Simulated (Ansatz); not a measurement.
One change: `N[Si]1(Cl)CO1` becomes `N[Si]1(I)CO1`.

Ansatz, PBE0-D4/def2-TZVP geometries, multiplicity 1. Each molecule was computed in one conformer, which needn't be the lowest.

Elements past krypton have def2 core potentials.

| property | `N[Si]1(Cl)CO1` |
| --- | --- |
| size of the dipole moment (ωB97M-V/def2-TZVPP) / D | 2.83 |
| LUMO energy (B3LYP/def2-TZVPP) / eV | 0.03 |
| HOMO energy (ωB97M-V/def2-TZVPP) / eV | -9.63 |
| size of the dipole moment (PBE/def2-TZVPP) / D | 2.71 |
| HOMO energy (B3LYP/def2-TZVPP) / eV | -7.14 |
| HOMO–LUMO gap (ωB97M-V/def2-TZVPP) / eV | 11.59 |

Q: Give the same properties after the change, and the shifts. (An estimate is asked.)

A: The calculation gave: 
| property | `N[Si]1(I)CO1` | shift |
| --- | --- | --- |
| size of the dipole moment (ωB97M-V/def2-TZVPP) / D | 2.69 | -0.14 |
| LUMO energy (B3LYP/def2-TZVPP) / eV | -0.69 | -0.72 |
| HOMO energy (ωB97M-V/def2-TZVPP) / eV | -9.48 | 0.15 |
| size of the dipole moment (PBE/def2-TZVPP) / D | 2.55 | -0.16 |
| HOMO energy (B3LYP/def2-TZVPP) / eV | -7.05 | 0.09 |
| HOMO–LUMO gap (ωB97M-V/def2-TZVPP) / eV | 10.89 | -0.70 |

With PBE0 the HOMO rises by 0.10 eV and the LUMO falls by 0.79 eV, so the gap narrows by about 0.89 eV. PBE moves the HOMO by 0.04 eV and ωB97M-V by 0.15 eV. Dipoles are sizes alone; their direction can turn.

B3LYP here is the variant with VWN-RPA as its local correlation; programs differ in this.

Spin–orbit coupling is left out; it splits and shifts lone-pair levels of the heavy atoms by tenths of an eV.
